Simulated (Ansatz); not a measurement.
Input file for Ansatz (an electronic-structure program): R-r2SCAN/def2-TZVPP on C3H6O (SMILES C=COC), a point of a torsion scan.

Ansatz 0.2 input:
```yaml
crystal:
  periodic: [false, false, false]
  atoms:
    - {symbol: C, position_ang: [1.73152657, 0.13479510, 0.07118198]}
    - {symbol: C, position_ang: [0.63091335, -0.59649957, 0.01668214]}
    - {symbol: O, position_ang: [-0.54000077, -0.11303701, -0.47747990]}
    - {symbol: C, position_ang: [-1.62333675, -1.00942477, -0.47008122]}
    - {symbol: H, position_ang: [1.74130418, 1.15115973, -0.27692302]}
    - {symbol: H, position_ang: [2.64265047, -0.27161107, 0.46552267]}
    - {symbol: H, position_ang: [0.60843102, -1.62458425, 0.36522793]}
    - {symbol: H, position_ang: [-2.46866922, -0.47392630, -0.89861149]}
    - {symbol: H, position_ang: [-1.87467386, -1.32527130, 0.54862109]}
    - {symbol: H, position_ang: [-1.41279505, -1.89712918, -1.07688611]}
basis:
  gaussian:
    orbitals: def2-TZVPP
hamiltonian:
  xc: {name: r2SCAN}
scf: {lower_state_search: off}
```

### Question
Predict the final total energy.

### Answer
-193.0752 hartree.
